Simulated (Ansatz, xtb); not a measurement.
Molecule: sum formula SOF2 (charge +1, doublet). 
Structure (B3LYP-D3(BJ)/def2-TZVP (Ansatz, a quantum-chemistry and plane-wave program) minimum search):
```xyz
4

O      1.4218    -0.1579    -0.2744
S      0.1256    -0.0087     0.2995
F     -0.6189     1.2330    -0.1629
F     -0.8682    -1.0771    -0.1256
```
Charge +1, spin multiplicity 2.

Harmonic wavenumbers from GFN2-xTB (xtb, at its own minimum), cm⁻¹: 254, 291, 338, 643, 647, 1187.

Give the harmonic wavenumbers at B3LYP-D3(BJ)/def2-TZVP (Ansatz, finite differences of forces, unscaled).

373, 389, 439, 862, 932, 1215 cm⁻¹. Zero-point energy 6.0 kcal/mol.

From these and the geometry, give the ideal-gas thermochemistry at 298.15 K and 1 atm (rigid rotor, harmonic oscillator).

Point group Cs, rotational symmetry number 1. Rotational constants 9.001, 8.518, 4.778 GHz. S(trans) 39.27, S(rot) 24.29, S(vib) 3.23, S(elec, spin only) 1.38, S 68.2 cal/(mol K). H(298) - H(0) 3.03 kcal/mol; G - E(el) -11.3 kcal/mol.
